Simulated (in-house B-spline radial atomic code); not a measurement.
# TDHF excitations of the barium ion Ba²⁺

Method: TDHF. Computed with a B-spline radial code for spherical atoms: linear response of the closed shell [Kr] 4d10 5s2 5p6 with bare exchange (time-dependent Hartree-Fock); scalar-relativistic (spin-free one-electron X2C), finite nucleus, no spin-orbit coupling, no double excitations, S, P, D and F terms only; shells from n = 3 respond. Only terms of natural parity with L up to 3 were computed.

Spin-orbit coupling is strong here, so these LS terms don't match observed levels.

Command:
```bash
python run_td.py task.json out
```
Settings (radii: box in bohr, nucleus in fm):
```
Z                        56
electrons                54
configuration            [Kr] 4d10 5s2 5p6
hamiltonian              x2c
method                   hf
box_radius               15
wall_radius              15
rms_radius               4.8378
intervals                70
```

Run time, properties included: 4.1 s on 1 thread of Arm Neoverse N1, on a shared host.

Confined states, up to the first strongly mixed one, which can leave gaps near the end. Labels give the largest channel, * marks a mixed state, and oscillator strengths are full-response dipole values. Energies in eV:

| state | full response | Tamm-Dancoff | oscillator strength |
| --- | --- | --- | --- |
| 5p → 5d 3P | 16.780 | 16.870 | - |
| 5p → 5d 3F | 17.100 | 17.403 | - |
| 5p → 5d 1F | 18.892 | 18.950 | - |
| 5p → 6s 3P | 19.567 | 19.588 | - |
| 5p → 6s 1P | 20.029 | 20.046 | 0.645 |
| 5p → 4f 3D | 21.849 | 21.923 | - |
| 5p → 6p 3S | 22.086 | 22.124 | - |
| 5p → 5d 1P | 22.126 | 22.744 | 4.71 |
| 5p → 6p 3D | 22.993 | 23.008 | - |
| 5p → 6p 1D | ? | ? | - |
| 5p → 6p 1S | 24.051 | 24.158 | - |
| 5p → 4f 1D | 25.079 | 25.273 | - |
| 5p → 6d 3P | 27.319 | 27.327 | - |
| 5p → 6d 3F | 27.458 | 27.486 | - |
| 5p → 7s 3P | 27.562 | 27.568 | - |
| 5p → 7s 1P | 27.687 | 27.693 | 0.201 |
| 5p → 6d 1F | 27.702 | 27.709 | - |
| 5p → 6d 1P | 28.304 | 28.505 | 0.736 |
| 5p → 7p 3S | ? | ? | - |

Question: Where does 5p → 6p 1D lie?

Answer: At 23.224 eV in full response, 23.232 eV in Tamm-Dancoff.

Question: Where does 5p → 7p 3S lie?

Answer: At 28.594 eV in full response, 28.606 eV in Tamm-Dancoff.

Question: How large is the singlet-triplet splitting of 5p → 5d (F terms) in Tamm-Dancoff?

Answer: 1.55 eV, from the unrounded values.

Question: What polarisabilities and dispersion coefficient does the method give?

Answer: Dipole 10.57 bohr³, quadrupole 45.67 bohr⁵, C6 77.91 hartree·bohr⁶ for two such species.
